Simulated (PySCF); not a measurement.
**HgB: one state, many levels of theory**

State: ²Π (doublet), unpaired electrons π ↑. Set-up: Hg def2-SVP with ECP60, B def2-SVP; scalar-relativistic core potentials (PySCF 2.14). De refers to Hg + B in their high-spin ground configurations, without counterpoise correction. The functionals are run spin-unrestricted. A positive dipole means Hg(−)B(+). Levels whose curve was spin-contaminated or gave no clean fit are not listed.

```csv
Level,Re (Å),ωe (cm⁻¹),De (eV),μ (D)
ROHF-MP2,2.520,126,0.104,n/a
ROHF-CCSD(T),2.595,102,0.061,n/a
PBE,2.336,286,0.470,-1.56
TPSS,2.397,250,0.358,-1.65
r²SCAN,2.347,277,0.432,-1.61
B3LYP,2.490,190,0.176,-1.32
PBE0,2.404,241,0.315,-1.59
B97-3,2.500,190,0.194,-1.52
LC-ωPBE,2.496,177,0.143,-1.53
```

The bond length runs from 2.336 Å (PBE) to 2.595 Å (ROHF-CCSD(T)). De spans 0.06 eV (ROHF-CCSD(T), coupled cluster) to 0.47 eV (PBE, GGA).

Correlated steps freeze 1 core orbital. The bond is weak. Basis-set superposition, not corrected here, can be much of De in a small basis, most of all at correlated wavefunction levels. Functionals without a dispersion term scatter widely for such bonds, and LDA overbinds them. These are scalar-relativistic numbers at best; spin–orbit coupling would shift them, the dissociation energy most. The state is the lowest determinant that a PBE0 search found; another state may lie lower at other levels.

The whole job (state search and all levels along the bond) took about 2.8 min on 1 thread of Arm Neoverse V2 (shared host), peak memory 0.56 GiB.
